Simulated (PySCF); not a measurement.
**`COc1ccc(S)cc1`, C₇H₈OS**

Molfile (atoms numbered from 1):
```
C7H8OS
     RDKit          3D

 17 17  0  0  0  0  0  0  0  0999 V2000
   -2.6425   -0.8095   -0.2215 C   0  0  0  0  0  0  0  0  0  0  0  0
   -1.9626    0.4099   -0.1457 O   0  0  0  0  0  0  0  0  0  0  0  0
   -0.6202    0.3945   -0.0037 C   0  0  0  0  0  0  0  0  0  0  0  0
    0.0121    1.6431    0.0706 C   0  0  0  0  0  0  0  0  0  0  0  0
    1.3871    1.7293    0.2168 C   0  0  0  0  0  0  0  0  0  0  0  0
    2.1755    0.5707    0.2933 C   0  0  0  0  0  0  0  0  0  0  0  0
    3.9241    0.7674    0.4794 S   0  0  0  0  0  0  0  0  0  0  0  0
    1.5425   -0.6698    0.2185 C   0  0  0  0  0  0  0  0  0  0  0  0
    0.1574   -0.7640    0.0714 C   0  0  0  0  0  0  0  0  0  0  0  0
   -3.7083   -0.5712   -0.3300 H   0  0  0  0  0  0  0  0  0  0  0  0
   -2.5051   -1.4160    0.6918 H   0  0  0  0  0  0  0  0  0  0  0  0
   -2.3216   -1.4074   -1.0935 H   0  0  0  0  0  0  0  0  0  0  0  0
   -0.6052    2.5414    0.0106 H   0  0  0  0  0  0  0  0  0  0  0  0
    1.8597    2.7131    0.2729 H   0  0  0  0  0  0  0  0  0  0  0  0
    4.2264   -0.5463    0.5108 H   0  0  0  0  0  0  0  0  0  0  0  0
    2.1296   -1.5899    0.2748 H   0  0  0  0  0  0  0  0  0  0  0  0
   -0.2991   -1.7527    0.0170 H   0  0  0  0  0  0  0  0  0  0  0  0
  1  2  1  0
  2  3  1  0
  3  4  1  0
  4  5  2  0
  5  6  1  0
  6  7  1  0
  6  8  2  0
  8  9  1  0
  9  3  2  0
  1 10  1  0
  1 11  1  0
  1 12  1  0
  4 13  1  0
  5 14  1  0
  7 15  1  0
  8 16  1  0
  9 17  1  0
M  END
```

Method used: quadratic response CAM-B3LYP/aug-cc-pVDZ first hyperpolarisability, Taylor convention, gas phase (PySCF). Geometry: PBE0-D3(BJ)/def2-SVP.

(1) Give the tensor of the static β(0;0,0) in the axes of these coordinates.

## Answers

(1) In au, Taylor convention; rows are the first index (the induced dipole):
```tsv
	xx	yy	zz	xy	xz	yz
x	-112.1	+19.5	-79.2	-8.9	+5.2	-3.1
y	-8.9	+30.1	+23.5	+19.5	-3.1	+1.9
z	+5.2	+1.9	-25.2	-3.1	-79.2	+23.5
```
Norm of βᵢ = ⅓ Σⱼ (βᵢⱼⱼ + βⱼᵢⱼ + βⱼⱼᵢ): 178.5 au, hyper-Rayleigh value 76.6 au.
